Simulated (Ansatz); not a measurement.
Start from `N[SiH2][AlH2]` and change one atom or group to get `N[SiH]([AlH2])[SiH3]`.

Ansatz, PBE0-D4/def2-TZVP geometries, multiplicity 1. Each molecule was computed in one conformer, which needn't be the lowest.

```json
{"property": "LUMO energy (ωB97M-V/def2-TZVPP) / eV", "`N[SiH2][AlH2]`": "-0.30"}
{"property": "HOMO–LUMO gap (PBE0/def2-TZVPP) / eV", "`N[SiH2][AlH2]`": "5.16"}
{"property": "HOMO energy (ωB97M-V/def2-TZVPP) / eV", "`N[SiH2][AlH2]`": "-9.18"}
{"property": "LUMO energy (PBE0/def2-TZVPP) / eV", "`N[SiH2][AlH2]`": "-1.93"}
{"property": "HOMO energy (B3LYP/def2-TZVPP) / eV", "`N[SiH2][AlH2]`": "-6.89"}
{"property": "HOMO–LUMO gap (ωB97M-V/def2-TZVPP) / eV", "`N[SiH2][AlH2]`": "8.88"}
```

(1) Give the same properties after the change, and the shifts. (Estimate.)

Answers

(1) The calculation gave: 
```
                               property  `N[SiH]([AlH2])[SiH3]`  shift
  LUMO energy (ωB97M-V/def2-TZVPP) / eV                   -0.45  -0.15
   HOMO–LUMO gap (PBE0/def2-TZVPP) / eV                    4.42  -0.74
  HOMO energy (ωB97M-V/def2-TZVPP) / eV                   -8.47   0.71
     LUMO energy (PBE0/def2-TZVPP) / eV                   -2.06  -0.13
    HOMO energy (B3LYP/def2-TZVPP) / eV                   -6.29   0.60
HOMO–LUMO gap (ωB97M-V/def2-TZVPP) / eV                    8.02  -0.86
```

With PBE0 the HOMO rises by 0.61 eV and the LUMO falls by 0.13 eV, so the gap narrows by about 0.74 eV. PBE moves the HOMO by 0.46 eV and ωB97M-V by 0.71 eV.

B3LYP here is the variant with VWN-RPA as its local correlation; programs differ in this.
